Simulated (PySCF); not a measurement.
# Worked example: the barrier

An elementary step of SiHCl$_{3}$, singlet (SiCl₂ + HCl → SiHCl₃ ([Cl][SiH]([Cl])[Cl]); bonds formed: Si1–H4, Si1–Cl5; bonds broken: H4–Cl5). “Start” is the structure reached by relaxing down from the saddle towards the reactants; PBE0-D4/def2-TZVP structures. The saddle:

```xyz
5
angstrom
Si -0.2269 -0.2131 -0.5772
Cl 1.6784 -0.7916 -1.0284
Cl -1.0980 -1.7640 0.4246
H -0.5262 1.3345 -0.1119
Cl 0.1727 1.4343 1.2927
```

Computed with PySCF 2.14 with density fitting (its default auxiliary sets; JK sets also for MP2 and CCSD(T)) (basis: def2-TZVPP and def2-QZVPP); correlated methods freeze the cores.

Energies in eV:

| quantity | saddle | start |
| --- | --- | --- |
| Hartree–Fock, triple zeta (X = 3) | -45390.83313 | -45392.17599 |
| Hartree–Fock, quadruple zeta (X = 4) | -45392.12188 | -45393.45490 |
| MP2 correlation, X = 3 | -19.19902 | -18.55178 |
| MP2 correlation, X = 4 | -21.17391 | -20.49482 |
| CCSD(T) correlation, X = 3 | -21.61543 | -21.07697 |

(1) Work out the barrier at the basis limit: extrapolate Hartree–Fock as E(X) = E∞ + A exp(−7.88 √X) and the MP2 correlation as E(X) = E∞ + B X^−2.97 (the exponents that Neese and Valeev fitted for def2-TZVPP and QZVPP), then add CCSD(T) − MP2 in triple zeta.

T1 diagnostic: at most 0.014. The restricted Hartree–Fock reference is unstable towards an unrestricted one at one or more of these structures.

Answers

(1) Each step is linear, so take the differences first (saddle − start): Hartree–Fock 1.34286 (X = 3) and 1.33302 (X = 4); MP2 correlation -0.64724 and -0.67909; CCSD(T) correlation -0.53846.
Two points give E∞ = E(4) + w [E(4) − E(3)], with w = 1/(exp(7.88 (2 − √3)) − 1) = 0.1377 for Hartree–Fock and w = 1/((4/3)^2.97 − 1) = 0.7407 for the correlation.
Hartree–Fock: 1.33302 + 0.1377 × (-0.00984) = 1.3317 eV.
MP2 correlation: -0.67909 + 0.7407 × (-0.03185) = -0.7027 eV.
CCSD(T) − MP2: -0.53846 − (-0.64724) = 0.1088 eV.
Sum: 1.3317 + (-0.7027) + 0.1088 = 0.7378 eV, or 17.01 kcal/mol. Plain CCSD(T) in triple zeta gives 0.8044 eV, so the larger basis shifts the result by -0.0666 eV.

Losses and insertions of silylenes and their heavier kin drive the gas-phase chemistry of silicon and germanium vapour deposition.

Labels in which every atom is bracketed show which atoms are joined, not bond orders.

For scale, one of the runs: CCSD(T)/def2-TZVPP, 182 basis functions, launched by `OMP_NUM_THREADS=4 python run.py`. The run took 6.6 min on 4 CPU threads of an Arm Neoverse N1 (shared host), with 1.8 GiB of host memory at its peak.
